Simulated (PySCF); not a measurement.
Ar²⁺: interval between two levels

Ar²⁺ [Ne] 3s2 3p4 [3P2, M_J = 2] → Ar²⁺ [Ne] 3s1 3p4 4s1 [5P3, M_J = 3], as a difference of total energies. All numbers are calculated (PySCF 2.14, the two-component X2C-1e Hamiltonian, in x2c-SVPall-2c with one added diffuse shell each of s, p type (5s5p1d, 25 functions)). Correlated levels: [Ne] frozen. "Screened" scales the spin-orbit matrix elements by Boettger's factors to mimic the two-electron term; Breit and QED terms are absent.

| method | interval between two levels (cm⁻¹) |
| --- | --- |
| GHF (spin-free) | 292240 |
| GMP2 (spin-free) | 292020 |
| GHF (screened spin-orbit) | 292230 |
| GMP2 (screened spin-orbit) | 292020 |

The labels give the starting determinants; with spin-orbit coupling the two ends relaxed to ⟨J²⟩ = 6.01, ⟨L²⟩ = 2.02, ⟨S²⟩ = 2.00 and ⟨J²⟩ = 12.01, ⟨L²⟩ = 2.00, ⟨S²⟩ = 6.00.

The promoted electron is Rydberg-like, and one or two diffuse shells describe it only roughly, which tends to raise the upper state.
